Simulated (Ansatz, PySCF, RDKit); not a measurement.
Complex: CH4 (SMILES C) (first 5 atoms) with CH3Br (SMILES CBr); geometry from B3LYP-D3(BJ)/def2-TZVP.
(charge 0, multiplicity 1):
```
atom    x (Å)    y (Å)    z (Å)
----  -------  -------  -------
C      0.0542   0.0564   0.1627
H     -0.1256  -0.5714   1.0342
H     -0.5792   0.9418   0.2129
H      1.1014   0.3571   0.1370
H     -0.1808  -0.5020  -0.7425
C      0.5789   1.2241   3.7731
Br    -0.0738  -0.5656   4.2224
H      0.6147   1.2964   2.6921
H      1.5660   1.3322   4.2087
H     -0.1167   1.9420   4.1932
```

Counterpoise-corrected where a basis set is named; no monomer relaxation.

Codes used: Ansatz (a first-principles code); PySCF for the dispersion terms; RDKit for the force fields. Each number belongs to the level named beside it.

Task: One of these levels gives 1.2 kJ/mol for the interaction energy. Which one is it?
A. SVWN5/def2-TZVPPD
B. B3LYP/def2-TZVPPD
C. BLYP-D4/def2-TZVPPD
D. MMFF94

Result: B, B3LYP/def2-TZVPPD. The others give -0.4 (MMFF94), -7.9 (SVWN5/def2-TZVPPD), -3.3 (BLYP-D4/def2-TZVPPD)
